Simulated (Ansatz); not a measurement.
Molecule: CH₄BCl₂O, net charge 1, singlet state. It need not be the lowest isomer of its formula. 
Coordinates optimised at B3LYP-D3(BJ)/def2-TZVP (Ansatz, a quantum-chemistry and plane-wave program):
```xyz
9

B      0.2451    -0.0703    -0.0249
Cl     0.1659     1.5775    -0.4505
Cl     1.6003    -1.1099     0.0137
O     -1.0067    -0.7021     0.3643
C     -2.3788    -0.0768     0.4416
H     -3.0380    -0.8752     0.7636
H     -2.6135     0.2755    -0.5559
H     -2.3126     0.7235     1.1692
H     -0.9598    -1.6434     0.6087
```
Charge +1, spin multiplicity 1.

Basis-set convergence of Hartree-Fock and CCSD(T) correlation energies (hartree) with Ansatz. Correlated levels leave the core frozen unless marked. Spin-orbit coupling is left out. No relativistic terms.

```json
[
 {"basis": "cc-pV(D+d)Z", "functions": "108", "E(HF)": "-1058.60280", "E(corr, CCSD(T))": "-0.75032", "rough core time": "under 20 s"},
 {"basis": "cc-pV(T+d)Z", "functions": "224", "E(HF)": "?", "E(corr, CCSD(T))": "?", "rough core time": "4 min"}
]
```

Problem. What belongs in the gaps?

Solution. 
- cc-pV(T+d)Z, E(HF): -1058.67784
- cc-pV(T+d)Z, E(corr, CCSD(T)): -0.96400
